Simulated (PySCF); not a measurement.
Two-component Hartree-Fock for W⁶⁸⁺ (tungsten, charge +68)

Start: [He] 2s2 2p2; 2p1/2 filled at m_j = -1/2, +1/2. Calculated with PySCF 2.14 in an even-tempered Gaussian basis (16 s from 54 bohr⁻², ratio 2.4; 13 p from 70 bohr⁻², ratio 2.4; 5 d from 230 bohr⁻², ratio 2.6; 4 f from 340 bohr⁻², ratio 2.6): generalised Hartree-Fock with the X2C-1e Hamiltonian and a Gaussian nucleus; one run each with spin-orbit coupling (SO) switched off, then screened by Boettger's factors.

| spinor shell | electrons | ε, spin-free (eV) | ε, screened SO (eV) | weight of nominal j (screened SO) | rms radius, screened SO (bohr) |
| --- | --- | --- | --- | --- | --- |
| 1s1/2 | 2 | -77483.8 | -77410.6 | 1.000 | 0.0207 |
| 2s1/2 | 2 | -18743.4 | -18720.9 | 1.000 | 0.0809 |
| 2p1/2 | 2 | -17456.4 | -18449.1 | 1.000 | 0.0682 |

```json
{"quantity": "E (hartree)", "spin-free": "-8621.36045", "screened SO": "-8696.64513"}
{"quantity": "M_J", "spin-free": "0", "screened SO": "0"}
{"quantity": "⟨J²⟩", "spin-free": "2.000", "screened SO": "0.000"}
{"quantity": "⟨L²⟩", "spin-free": "2.000", "screened SO": "1.333"}
{"quantity": "⟨S²⟩", "spin-free": "2.000", "screened SO": "1.333"}
```

Breit and QED terms are absent; they matter most for the inner s and p1/2 levels.

Densities and radii are taken from the X2C orbitals without a picture-change correction, which distorts them close to the nucleus.

Without spin-orbit coupling the j labels of p, d and f shells carry no meaning; the spin-free column gives the mean over the occupied spinors of each nl shell.
